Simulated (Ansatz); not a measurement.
Reactions of BFH₇NSi₂, SMILES `BN([SiH3])[SiH2]F`.

Program: Ansatz. Geometries: PBE0-D4/def2-TZVP. ΔE: electronic, gas phase. CBS: MP2 limit from def2 TZ/QZ plus the TZ coupled-cluster correction, frozen cores. This one scheme is used for every species. Functionals use def2-TZVPP. def2 core potentials past Kr. For Cd, Ge, Se outer-core shells are correlated without core-valence functions, which leaves a few kJ/mol of doubt a bond. Scalar relativity is left out up to krypton. One conformer a species, not always the lowest.

| reaction | CCSD(T)/CBS(def2) (kJ/mol) |
| --- | --- |
| `BN([SiH3])[SiH2]F` + H₂Se → `F[SiH2][SeH]` + `BN[SiH3]` | -7 |
| `BN([SiH3])[SiH2]F` + `C[SiH2]O` → `C[SiH2]O[SiH2]F` + `BN[SiH3]` | -73 |
| `BN([SiH3])[SiH2]F` + `BCOC` → `BBCOC` + `F[SiH2]N[SiH3]` | ? |
| `BN([SiH3])[SiH2]F` + `CN([SiH3])[SiH](O)O` → `CN([SiH2]F)[SiH](O)O` + `BN([SiH3])[SiH3]` | -6 |
| `BN([SiH3])[SiH2]F` + `COC(N)O` → `NC(O)O[SiH3]` + `BN(C)[SiH2]F` | -55 |
| `BN([SiH3])[SiH2]F` + `C[NH][GeH3]` → `C[N]([SiH3])[GeH3]` + `BN[SiH2]F` | -16 |
| `BN([SiH3])[SiH2]F` + `CSCO` → `BSCO` + `CN([SiH3])[SiH2]F` | 59 |
| `BN([SiH3])[SiH2]F` + `OC(O)O` → `OC(O)(O)[SiH2]F` + `BN[SiH3]` | ? |
| `BN([SiH3])[SiH2]F` + `[NH2][Cd][OH]` → `[NH2][Cd][O][SiH3]` + `BN[SiH2]F` | -68 |
| `BN([SiH3])[SiH2]F` + `C=C([SiH3])CCl` → `C=C(CCl)[SiH2]F` + `BN([SiH3])[SiH3]` | ? |

Q: Fill in the missing values. (Best estimate.)

A: Ansatz gave: `BN([SiH3])[SiH2]F` + `BCOC` → `BBCOC` + `F[SiH2]N[SiH3]`: +127.5 kJ/mol; `BN([SiH3])[SiH2]F` + `OC(O)O` → `OC(O)(O)[SiH2]F` + `BN[SiH3]`: +88.3 kJ/mol; `BN([SiH3])[SiH2]F` + `C=C([SiH3])CCl` → `C=C(CCl)[SiH2]F` + `BN([SiH3])[SiH3]`: +14.5 kJ/mol.

Largest T1 diagnostic: 0.016, for `[NH2][Cd][OH]`.
